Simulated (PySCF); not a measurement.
Stretching MgGe

Set-up: PySCF, scalar-relativistic core potentials, basis sets Mg cc-pVDZ, Ge cc-pVDZ-PP with ECP10. Energies in eV from Mg + Ge in their ground configurations at the same level. State: ³Σ⁻ (triplet), unpaired electrons π ↑↑.

All columns are PBE0. A positive dipole means Mg(−)Ge(+).

```tsv
R (Å)	E (eV)	μ (D)	Mulliken charge on Mg (basis-dependent)	HOMO (eV)	LUMO (eV)	Mayer bond order	⟨S²⟩
2.235	-0.590	-2.80	0.22	-5.32	-2.36	1.64	2.16
2.339	-0.839	-2.91	0.21	-5.21	-2.45	1.54	2.16
2.443	-0.975	-3.00	0.22	-5.12	-2.53	1.44	2.16
2.521	-1.022	-3.06	0.22	-5.05	-2.58	1.36	2.16
2.599	-1.035	-3.11	0.22	-5.00	-2.63	1.29	2.16
2.677	-1.022	-3.15	0.23	-4.95	-2.69	1.21	2.16
2.781	-0.977	-3.20	0.23	-4.90	-2.75	1.12	2.15
2.911	-0.893	-3.22	0.23	-4.85	-2.82	1.00	2.14
3.067	-0.773	-3.20	0.22	-4.82	-2.89	0.87	2.11
3.275	-0.611	-3.08	0.20	-4.81	-2.96	0.70	2.08
```

A fit through these points gives, at Re = 2.595 Å, μ = -3.11 D and dμ/dR = -0.623 D/Å; the reduced mass is 18.11 u.

Question: How strong is the fundamental in the double-harmonic approximation, I = 42.26·(dμ/dR)²/μred km/mol?

Answer: I = 42.26·(-0.623)²/18.11 = 0.906 km/mol at PBE0.

Spin–orbit coupling is left out. The state is the lowest determinant that a PBE0 search found; another state may lie lower at other levels.
